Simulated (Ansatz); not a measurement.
An input meant for SbSbSbSb tetrahedron (Sb₄) (charge 0, singlet).

```yaml
crystal:
  periodic: [false, false, false]
  atoms:
    - {symbol: Sb, position_ang: [-0.333826, -1.047101, 1.594847]}
    - {symbol: Sb, position_ang: [-0.383826, -1.097101, 1.294847]}
    - {symbol: Sb, position_ang: [0.930259, 1.331305, 0.624351]}
    - {symbol: Sb, position_ang: [0.925687, -0.835899, -1.213236]}
basis:
  gaussian: {orbitals: def2-SVP, nuclear_model: gaussian}
hamiltonian: {xc: {name: HSE06}}
output: {forces: true}
```

```sh
$ ansatz run in.yaml --threads 4 --pin off --events-out ev --progress --plain --max-ram 3916MiB
```

Output, abridged:

```
Functional definition: HSE06
1337 factors; integrals over basis functions are off by at most 1.8e-4 eV
76 factors; integrals over basis functions are off by at most 2.2e-7 eV
mean field evaluation 1: about -13690.7791 eV, gradient 2.6e2 eV
mean field evaluation 2: about -13670.0920 eV, gradient 1.4e2 eV
mean field evaluation 4: about -13745.0744 eV, gradient 1.3e1 eV
mean field evaluation 8: about -13745.6758 eV, gradient 4.3e-1 eV
mean field evaluation 16: about -13746.8712 eV, gradient 1.0e-3 eV
a density is far from that of the atoms, so the factors are made again for it
1550 factors; integrals over basis functions are off by at most 1.5e-4 eV
85 factors; integrals over basis functions are off by at most 2.2e-7 eV
mean field evaluation 32: about -13746.8696 eV, gradient 2.9e-5 eV
mean field -13746.86959393 eV, -505.1881396140 hartree, gradient 1.7e-5 eV, S^2 0.000000; 0 other end points of the search recorded, 0 dependent functions left out
reference -13746.86962257 eV, -505.1881406664 hartree; 46, 46 occupied and 58, 58 virtual orbitals, 1550 factors
Total energy: -13746.86962257 eV, -505.1881406664 hartree
Atom 0 at    -0.333826    -1.047101     1.594847 Å, force 11802.914740 11792.964010 70758.664879 eV/Å
Atom 1 at    -0.383826    -1.097101     1.294847 Å, force -11800.303416 -11787.540984 -70761.412870 eV/Å
Atom 2 at     0.930259     1.331305     0.624351 Å, force    -3.205972    -6.785382     0.171116 eV/Å
Atom 3 at     0.925687    -0.835899    -1.213236 Å, force     0.594648     1.362357     2.576875 eV/Å
Dipole moment:    -0.480438    -0.290123     0.776250 e Å
```

What is wrong with this run?

One atom was put on top of another. The calculation finished and met its thresholds. The result belongs to that input, not to the species as meant.
